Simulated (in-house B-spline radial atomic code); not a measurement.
## Sm7+: [Kr] 4d10 4f3 5s2 5p3 8d1 (an excited or competing configuration)

Level of theory: Dirac-Hartree-Fock, average of configuration, Fermi nucleus of rms radius 5.0819 fm; calculated with an all-electron radial atomic-structure program (B-spline basis).

Z_r = [3n² - l(l+1)]/(2<r>); Z_e = n√(-2ε); the last column is Slater's effective charge. Values are occupation-weighted means over j. An effective charge above Z reflects the relativistic contraction of the inner shells.

| shell | electrons | ε (eV) | <r> (bohr) | Z_r | Z_e | Slater |
| --- | --- | --- | --- | --- | --- | --- |
| 1s | 2 | -47237 | 0.02274 | 65.97 | 58.92 | 61.70 |
| 2s | 2 | -7942.3 | 0.09641 | 62.24 | 48.32 | 57.85 |
| 2p | 6 | -7112.6 | 0.08522 | 58.67 | 45.73 | 57.85 |
| 3s | 2 | -1892.6 | 0.2536 | 53.24 | 35.38 | 50.75 |
| 3p | 6 | -1625.2 | 0.252 | 49.61 | 32.79 | 50.75 |
| 3d | 10 | -1252.7 | 0.2305 | 45.55 | 28.79 | 40.85 |
| 4s | 2 | -499.84 | 0.5744 | 41.78 | 24.24 | 34.25 |
| 4p | 6 | -407.63 | 0.6059 | 37.96 | 21.89 | 34.25 |
| 4d | 10 | -272.56 | 0.655 | 32.06 | 17.90 | 22.85 |
| 5s | 2 | -155.7 | 1.272 | 29.49 | 16.91 | 14.75 |
| 4f | 3 | -134.69 | 0.7596 | 23.70 | 12.59 | 15.30 |
| 5p | 3 | -129.41 | 1.391 | 26.23 | 15.42 | 14.75 |
| 8d | 1 | -21.336 | 7.344 | 12.66 | 10.02 | 8.00 |

The least bound orbital is 8d5/2 at -21.3 eV, and it is also the most diffuse (<r> = 7.357 bohr).

Spin-orbit splittings of the orbital energies (j = l + 1/2 above j = l - 1/2 when positive): 2p 604.5 eV, 3p 125 eV, 3d 26.75 eV, 4p 28.28 eV, 4d 5.201 eV, 4f 0.6667 eV, 5p 5.566 eV, 8d 0.08815 eV.

For the 1s electron the small component carries 5.31 % of the norm, the zero-frequency Breit interaction raises the level by 136.1 eV, self-energy by 80.75 eV, and vacuum polarisation lowers it by 12.77 eV.

The density falls to 0.001 bohr⁻³ at 2.869 bohr; Σ<r²> = 81.882 bohr² gives, by the non-relativistic formula and without the paramagnetism of open shells, a Langevin diamagnetic susceptibility of -64.85×10⁻⁶ cm³/mol.
